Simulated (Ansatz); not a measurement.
Program: Ansatz. Geometries: PBE0-D4/def2-TZVP. ΔE: electronic, gas phase. CCSD(T)/CBS adds triple-zeta CCSD(T) − MP2 to the extrapolated MP2 energy (def2 sets, frozen cores). Double bonds are as drawn, so ΔE can hold a change between cis and trans. DFT in def2-TZVPP. B3LYP here is the variant with VWN-RPA as its local correlation; programs differ in this. One conformer a species, not always the lowest.

`BC/C(C)=C\F` → `BC/C=C(/C)F`  (isomerisation)

```csv
level,ΔE (kJ/mol)
r2SCAN-D4,-20.9
ωB97X-V,-17.0
PBE,-21.2
B3LYP,-20.1
MP2/def2-TZVPP,-15.5
HF/def2-QZVPP,-17.2
SCS-MP2/def2-QZVPP,-14.8
HF/CBS(def2),-17.2
```

What does CCSD(T)/CBS give? (Best estimate.)

The calculation gave: -14.8 kJ/mol. The listed levels differ from it by -6.1, -2.2, -6.4, -5.3, -0.7, -2.4, 0.0, -2.4 kJ/mol.

Largest T1 diagnostic among the species: 0.011.
